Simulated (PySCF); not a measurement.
PySCF 2.14 output of an unrestricted M06-L calculation on a single atom or ion in x2c-TZVPall, with the spin-free X2C one-electron Hamiltonian (Gaussian nucleus):

```
SCF conv_tol = 1e-09
number electrons alpha = 13  beta = 9
    Y. Zhao and D. G. Truhlar.,  J. Chem. Phys. 125, 194101 (2006)
    Y. Zhao and D. G. Truhlar.,  J. Chem. Phys. 125, 194101 (2006)
    Y. Zhao and D. G. Truhlar.,  Theor. Chem. Acc. 120, 215 (2008)
cycle= 1 E= -1049.84091535118  delta_E= -0.0028  |g|= 0.0117  |ddm|= 0.0545
cycle= 2 E= -1049.84093009179  delta_E= -1.47e-05  |g|= 0.00878  |ddm|= 0.0107
cycle= 3 E= -1049.8409474364  delta_E= -1.73e-05  |g|= 0.00134  |ddm|= 0.00484
cycle= 4 E= -1049.84094787229  delta_E= -4.36e-07  |g|= 5.26e-05  |ddm|= 0.000733
cycle= 5 E= -1049.84094787355  delta_E= -1.26e-09  |g|= 9.54e-06  |ddm|= 8.55e-05
cycle= 6 E= -1049.84094787359  delta_E= -3.34e-11  |g|= 1.03e-06  |ddm|= 9.74e-06
converged SCF energy = -1049.84094787359  <S^2> = 6.0008589  2S+1 = 5.0003435
```

The run itself started from symmetry-adapted Hartree-Fock orbitals and held the occupation by maximum overlap, on a logarithmic radial grid, so the iterations belong to that start.

Task: Which element, charge and spin multiplicity is this?

Result: Cr²⁺ (chromium, charge +2), multiplicity 5; the state was [Ar] 3d4, high-spin 5D determinant.
